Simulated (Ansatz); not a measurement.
A nudged elastic band was laid between two geometries of BrH₄NSi (7 atoms, charge 0, multiplicity 1).

All numbers below come from Ansatz 0.2.0, RKS r2SCAN/def2-SVP.

```yaml
movable_images: 7
climbing_image: yes
spring: 5.0 eV/Å²
optimiser: quadratic models (default)
start_path: through a guess of the saddle point
force_threshold: 0.03 eV/Å
iteration_limit: 60
end_points: relaxed
```

First end point:

```xyz
7
Properties=species:S:1:pos:R:3
Si 0.147 -0.082 0.610
Br 2.068 -1.242 0.349
N -0.645 0.379 -0.841
H -1.092 -0.330 -1.416
H 0.518 1.150 1.352
H -0.761 -0.974 1.375
H -0.234 1.100 -1.429
```

Last end point:

```xyz
7
Properties=species:S:1:pos:R:3
Si -0.337 0.538 0.945
Br 1.110 -2.294 -1.324
N -0.085 0.387 -0.646
H 0.478 -0.857 -1.071
H -0.889 1.735 1.636
H 0.002 -0.617 1.800
H -0.278 1.108 -1.339
```

**Question.** What changes between the two ends?

**Answer.** Bonds broken: Si1–Br2, N3–H4. Bonds formed: Br2–H4. BrH4NSi becomes BrH + H3NSi.

**Question.** What energy profile does the band end with?

**Answer.** The forces met the threshold. The highest image is number 7 of 0 to 8, 67.2 kcal/mol above the first end and 0.2 kcal/mol above the last; the last end lies 67.0 kcal/mol above the first. The top lies less than 8 meV above the higher end, about what the thresholds resolve: that end is a shoulder or a very shallow well. A vibrational analysis at the climbing image gives one clearly imaginary mode, 99i cm⁻¹: a first-order saddle point. The orbitals stay closed-shell, which can raise the energy where a bond breaks towards radicals; this wasn't checked here.

| image | path coordinate (Å) | energy (kcal/mol) | Si1–Br2 (Å) | N3–H4 (Å) | Br2–H4 (Å) |
| --- | --- | --- | --- | --- | --- |
| 0 | 0.00 | 0.0 | 2.26 | 1.02 | 3.73 |
| 1 | 0.51 | 1.0 | 2.26 | 1.02 | 3.46 |
| 2 | 1.03 | 3.9 | 2.26 | 1.02 | 3.06 |
| 3 | 1.54 | 14.1 | 2.31 | 1.02 | 2.67 |
| 4 | 2.06 | 32.8 | 2.51 | 1.02 | 2.38 |
| 5 | 2.57 | 53.8 | 2.91 | 1.04 | 2.18 |
| 6 | 3.09 | 65.2 | 3.32 | 1.09 | 1.99 |
| 7 | 3.60 | 67.2 | 3.63 | 1.24 | 1.74 |
| 8 | 4.12 | 67.0 | 3.91 | 1.43 | 1.59 |

**Question.** What is the geometry of the highest image?

**Answer.** 
```xyz
7
Properties=species:S:1:pos:R:3
Si -0.310 0.454 0.904
Br 1.239 -2.185 -1.057
N -0.207 0.364 -0.716
H 0.342 -0.691 -1.067
H -0.655 1.703 1.628
H -0.053 -0.767 1.687
H -0.356 1.122 -1.380
```

Run time: 4.2 min on 2 threads of Arm Neoverse V1, on a shared host, peak memory 0.17 GiB.
